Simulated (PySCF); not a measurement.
**Molecular orbitals of SbCl**

PBE0 at R = 2.353 Å; Sb cc-pVTZ-PP with ECP28, Cl cc-pV(T+d)Z; scalar-relativistic core potentials (PySCF 2.14). State: ³Σ⁻ (triplet), unpaired electrons π ↑↑. Only the outer orbitals are listed, counted within each symmetry, core potentials removing the inner ones.

| spin | orbital | occ. | ε (eV) | on Sb (%) | main shells (%) |
| --- | --- | --- | --- | --- | --- |
| α | 7σ | 1 | -22.73 | 8 | 91 Cl s |
| α | 8σ | 1 | -15.63 | 83 | 82 Sb s, 11 Cl p |
| α | 9σ | 1 | -10.09 | 37 | 62 Cl p, 25 Sb p, 10 Sb s |
| α | 4π | 1 | -9.63 | 14 | 86 Cl p, 13 Sb p |
| α | 4π | 1 | -9.63 | 14 | 86 Cl p, 13 Sb p |
| α | 5π | 1 | -6.41 | 88 | 87 Sb p, 12 Cl p |
| α | 5π | 1 | -6.41 | 88 | 87 Sb p, 12 Cl p |
| α | 10σ | 0 | -1.77 | 83 | 76 Sb p, 18 Cl p |
| α | 11σ | 0 | 2.07 | 103 | 99 Sb s |
| α | 2δ | 0 | 4.24 | 98 | 98 Sb d |
| β | 7σ | 1 | -22.54 | 7 | 92 Cl s |
| β | 8σ | 1 | -14.12 | 74 | 73 Sb s, 20 Cl p |
| β | 9σ | 1 | -9.65 | 44 | 56 Cl p, 23 Sb p, 20 Sb s |
| β | 4π | 1 | -9.24 | 7 | 93 Cl p |
| β | 4π | 1 | -9.24 | 7 | 93 Cl p |
| β | 5π | 0 | -2.97 | 94 | 94 Sb p |
| β | 5π | 0 | -2.97 | 94 | 94 Sb p |
| β | 10σ | 0 | -1.17 | 86 | 78 Sb p, 15 Cl p |

Task: Which are the highest filled and the lowest empty level, where do they sit, and how wide is the gap?

Result: Highest filled α 5π at -6.41 eV (in %: 87 Sb p, 12 Cl p); lowest empty β 5π at -2.97 eV (in %: 94 Sb p); the gap at PBE0 is 3.44 eV. Both belong to one degenerate shell, split only by its one-sided filling, so this is no excitation gap.

- bond order (Mayer): 1.08
- ⟨S²⟩: 2.005
- charge on Sb (Mulliken, basis-dependent): 0.30
- charge on Sb (Löwdin, basis-dependent): 0.11
- dipole moment (positive dipole means Sb(−)Cl(+)): -2.15 D
- polarisability along the bond: 66.0 bohr³
- polarisability across the bond: 40.1 bohr³

Shares are Mulliken populations and can fall outside 0 to 100 %.

Spin–orbit coupling is left out. The state is the lowest determinant that a PBE0 search found; another state may lie lower at other levels.
